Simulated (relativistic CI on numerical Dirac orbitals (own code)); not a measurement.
## Ca³⁺: sensitivity of the levels to the model

Base calculation: Dirac-Coulomb-Breit CI, KLI orbitals optimised for each configuration, QED by a radiative potential, valence Slater integrals scaled by 0.85, P86 correlation energy added to each configuration.

Configurations in the expansion (outside the closed core [Ne]): 3s²3p⁵, 3s3p⁶, 3s²3p⁴3d, 3s3p⁵3d, 3s²3p⁴4s, 3s²3p⁴4p, 3s²3p⁴4d, 3s²3p⁴5s, 3s²3p⁴4f, 3s²3p⁴5p, 3s²3p⁴5d, 3s²3p⁴5f, 3s²3p⁴5g, 3p⁶3d, 3s²3p³3d², 3s²3p²3d³, 3s3p³3d³, 3s²3p²3d²4s, 3s²3p²3d²4p, 3s²3p²3d²4d. Double excitations out of closed p, d and f shells are left out; levels of such configurations are missing from the list, as are those of other unlisted configurations, and high levels can miss mixing partners. These lack a partner that the ground configuration has and come out too high: 3s²3p⁴5s, 3s²3p⁴4f, 3s²3p⁴5p, 3s²3p⁴5d, 3s²3p⁴5f.

The lowest level and the first level of each name with at least 55 % of one term (blank where a level has no safe partner in the second run):

| Level | Base (cm⁻¹) | Shift (cm⁻¹) |
| --- | --- | --- |
| 3s²3p⁵ ²P°3/2 | 0.0 | 0.0 |
| 3s²3p⁵ ²P°1/2 | 3095.8 | -3095.8 |
| 3s3p⁶ ²S1/2 | 170468.9 | -3808.6 |
| 3s²3p⁴3d ⁴D7/2 | 213987.0 | -1628.7 |
| 3s²3p⁴3d ⁴D5/2 | 214235.4 | -1877.1 |
| 3s²3p⁴3d ⁴D3/2 | 214537.2 | -2178.9 |
| 3s²3p⁴3d ⁴D1/2 | 214776.6 | -2418.3 |
| 3s²3p⁴3d ⁴F9/2 | 229058.5 | -855.4 |
| 3s²3p⁴3d ⁴F7/2 | 230170.2 | -1967.2 |
| 3s²3p⁴3d ⁴F5/2 | 230945.6 | -2742.5 |
| 3s²3p⁴3d ⁴F3/2 | 231437.3 | -3234.3 |
| 3s²3p⁴3d ²P1/2 | 235221.0 | -663.9 |
| 3s²3p⁴3d ²P3/2 | 237118.8 | -2561.7 |
| 3s²3p⁴3d ²D3/2 | 240098.3 |  |
| 3s²3p⁴3d ⁴P1/2 | 240116.0 | -1062.2 |
| 3s²3p⁴3d ⁴P3/2 | 240855.3 |  |
| 3s²3p⁴3d ⁴P5/2 | 241406.1 | -2352.3 |
| 3s²3p⁴3d ²D5/2 | 242171.2 | -2947.6 |
| 3s²3p⁴3d ²F7/2 | 243513.8 |  |
| 3s²3p⁴3d ²G9/2 | 245098.3 | -2211.3 |
| 3s²3p⁴3d ²G7/2 | 245801.7 |  |
| 3s²3p⁴3d ²F5/2 | 246630.9 | -3226.6 |

Correlation outside the listed configurations is missing or only estimated: errors of thousands of cm⁻¹ between configurations and terms are usual at this charge. Rates and lifetimes follow the computed energies and can be off by large factors. The fine structure of a lone outer electron comes out too small, for d and f at times inverted, and misplaced configurations move strength between like terms. 22 of the 27 excited levels that our extract of the measured tables holds in this range could be paired (the sources list more); they are missed by 11265 cm⁻¹ on average and 18029 at most, and levels without a partner can miss by more.

**Question.** One thing was changed in a second run, which moved the levels as shown. Which?
A. Breit term removed
B. valence Slater integrals scaled by 0.75
C. QED terms removed
D. configuration mixing switched off
E. Slater integrals left unscaled
F. non-relativistic limit
G. only the first 3 configurations

**Answer.** F. Non-relativistic limit. Without relativity the fine structure collapses and s electrons lose their extra binding.

LS names give the leading component of a level, which can be under half, so a name can repeat, a term be missing and a line seem to break the LS rules.
